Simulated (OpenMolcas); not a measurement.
**How basis sets differ on GaBH3ClO (SMILES O[B](Cl)[GaH2])**

GaBH3ClO has 7 atoms, charge 0, and is taken as a singlet. As SMILES, `O[B](Cl)[GaH2]`. The coordinates come from a PBE0-D4/def2-TZVP relaxation. This is one conformer, not always the lowest.

```xyz
7

O    -0.8455   -1.2291    0.9271
B    -0.0319   -0.6649    0.0179
Cl    0.8990   -1.7362   -1.0705
Ga    0.2024    1.4062   -0.1908
H    -0.8509   -2.1943    0.9059
H    -0.6913    2.2325   -1.1861
H     1.3180    2.1859    0.5965
```

Quantity: the dipole moment, in D. The values are calculated.

```json
{"level": "HF/ANO-R0 (sfX2C)", "kind": "Hartree–Fock", "program": "OpenMolcas", "value (D)": "4.31", "CPU time": "6.7 s"}
{"level": "HF/STO-3G", "kind": "Hartree–Fock", "program": "OpenMolcas", "value (D)": "1.56", "CPU time": "3.3 s"}
{"level": "HF/3-21G", "kind": "Hartree–Fock", "program": "OpenMolcas", "value (D)": "1.67", "CPU time": "2.9 s"}
{"level": "HF/ANO-S-VDZ", "kind": "Hartree–Fock", "program": "OpenMolcas", "value (D)": "1.26", "CPU time": "5.7 s"}
{"level": "HF/6-31G* (spherical functions)", "kind": "Hartree–Fock", "program": "OpenMolcas", "value (D)": "1.43", "CPU time": "10 s"}
```

All-electron rows without a relativistic Hamiltonian named are non-relativistic. The values span 1.26 to 4.31 D. Magnitudes only. Sets without polarisation functions give poor dipoles. Times are those of the runs behind each value, whatever else they computed, on shared processors of several kinds: orders of magnitude only.
